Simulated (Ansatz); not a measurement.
Cost and result for the atomization energy of AlClFGaH$_{2}$ (6 atoms, 5 bonds).

```xyz
6

F     1.1730    0.9186   -0.2964
Al    0.0486   -0.3569   -0.5719
Ga    0.1925    0.8975    1.8471
Cl   -1.7823    0.7638   -0.1047
H     0.1336   -1.2624   -1.8489
H     0.2344   -0.9607    0.9747
```

Total charge 0; spin multiplicity 1. Correlated methods include outer-core shells of Ga, which these sets cover unevenly. Scalar relativity is left out up to krypton. The bonds changed during the relaxation, so this is another structure than the one it started from. The structure was optimised at the PBE0-D4/def2-TZVP level. It is one conformer, not always the lowest. Program: Ansatz. All runs use 2 threads of an Arm Neoverse V2 on a shared host. Times are those of one run each, without the atoms' runs, and a repeat can differ threefold. Electronic energies, without spin–orbit coupling; frozen cores. CCSD(T)/CBS adds CCSD(T) − MP2 in def2-TZVPP to the MP2 limit, and its time is that of the two runs behind it. T1 = 0.013. With those shells the extrapolation isn't a true limit. HSE06 is the plane-wave form, built on full-range PBE exchange.

CCSD(T)/CBS is a level of theory with its own doubt, some kJ/mol a heavy atom from the limit and from the frozen cores, so smaller differences don't rank the functionals.

```
                             level  functions  wall time
   PBE-D4/def2-TZVPP (with forces)        191      2.8 s
                  CCSD(T)/def2-SVP         92      3.8 s
                PBE0-D4/def2-TZVPP        191        4 s
               BHLYP-D4/def2-TZVPP        191        4 s
               HSE06-D4/def2-TZVPP        191      4.6 s
           CAM-B3LYP-D4/def2-TZVPP        191      4.7 s
r2SCAN-D4/def2-TZVPP (with forces)        191        7 s
             r2SCANh-D4/def2-TZVPP        191      7.5 s
                 B97M-V/def2-TZVPP        191      9.5 s
  ωB97M-V/def2-TZVPP (with forces)        191       16 s
                    MP2/def2-QZVPP        346       20 s
                CCSD(T)/def2-TZVPP        191       79 s
                 CCSD(T)/CBS(def2)          –       99 s
```

(1) What atomization energy does each give, and how far from CCSD(T)/CBS? (An estimate is asked.)

## Answers

(1) Ansatz gave: 
```tsv
level	atomization (kcal/mol)	difference from CCSD(T)/CBS	per bond
PBE-D4/def2-TZVPP (with forces)	422.5	-3.9	-0.8
CCSD(T)/def2-SVP	395.9	-30.5	-6.1
PBE0-D4/def2-TZVPP	415.2	-11.2	-2.3
BHLYP-D4/def2-TZVPP	407.5	-18.9	-3.8
HSE06-D4/def2-TZVPP	415.2	-11.2	-2.2
CAM-B3LYP-D4/def2-TZVPP	420.1	-6.3	-1.3
r2SCAN-D4/def2-TZVPP (with forces)	425.6	-0.8	-0.2
r2SCANh-D4/def2-TZVPP	421.9	-4.5	-0.9
B97M-V/def2-TZVPP	431.4	5.0	1.0
ωB97M-V/def2-TZVPP (with forces)	423.7	-2.7	-0.5
MP2/def2-QZVPP	431.1	4.7	0.9
CCSD(T)/def2-TZVPP	412.2	-14.2	-2.8
CCSD(T)/CBS(def2)	426.4	0.0	0.0
```

At CCSD(T), def2-SVP lies −30.5 kcal/mol from the extrapolated value and def2-TZVPP −14.2 kcal/mol: correlation converges slowly with the basis, and small sets miss more of it in the bonded molecule than in its fragments. From r2SCAN to r2SCAN0 (25 % exact exchange), in def2-TZVPP and without D4, the atomization energy moves by −9.3 kcal/mol: exact exchange takes away binding that semilocal exchange gives to molecules. The D4 term adds +6.2 kcal/mol with B3LYP and +3.2 kcal/mol with PBE0; it sums over pairs of atoms, weighted by their polarisabilities, and B3LYP, whose exchange is more repulsive, gets the larger term.

B3LYP here is the variant with VWN-RPA as its local correlation; programs differ in this.
